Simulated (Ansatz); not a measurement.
Start from `CB[SiH](O)S` and change one atom or group to get `O[SiH](S)[SiH2][SiH3]`.

Ansatz, PBE0-D4/def2-TZVP geometries, multiplicity 1. Each molecule was computed in one conformer, which needn't be the lowest.

```csv
property,`CB[SiH](O)S`
LUMO energy (PBE/def2-TZVPP) / eV,-1.25
HOMO–LUMO gap (PBE/def2-TZVPP) / eV,4.59
HOMO energy (ωB97M-V/def2-TZVPP) / eV,-9.01
HOMO energy (B3LYP/def2-TZVPP) / eV,-6.77
size of the dipole moment (ωB97M-V/def2-TZVPP) / D,0.51
HOMO–LUMO gap (ωB97M-V/def2-TZVPP) / eV,10.26
```

(1) What does the change do to each property? (Best estimate.)

## Answers

(1) Ansatz gave: 
| property | `O[SiH](S)[SiH2][SiH3]` | shift |
| --- | --- | --- |
| LUMO energy (PBE/def2-TZVPP) / eV | -1.30 | -0.05 |
| HOMO–LUMO gap (PBE/def2-TZVPP) / eV | 5.12 | 0.53 |
| HOMO energy (ωB97M-V/def2-TZVPP) / eV | -9.77 | -0.76 |
| HOMO energy (B3LYP/def2-TZVPP) / eV | -7.38 | -0.61 |
| size of the dipole moment (ωB97M-V/def2-TZVPP) / D | 1.58 | 1.07 |
| HOMO–LUMO gap (ωB97M-V/def2-TZVPP) / eV | 11.02 | 0.76 |

With PBE0 the HOMO falls by 0.69 eV and the LUMO falls by 0.06 eV, so the gap widens by about 0.63 eV. PBE moves the HOMO by -0.59 eV and ωB97M-V by -0.76 eV. Dipoles are sizes alone; their direction can turn.

B3LYP here is the variant with VWN-RPA as its local correlation; programs differ in this.
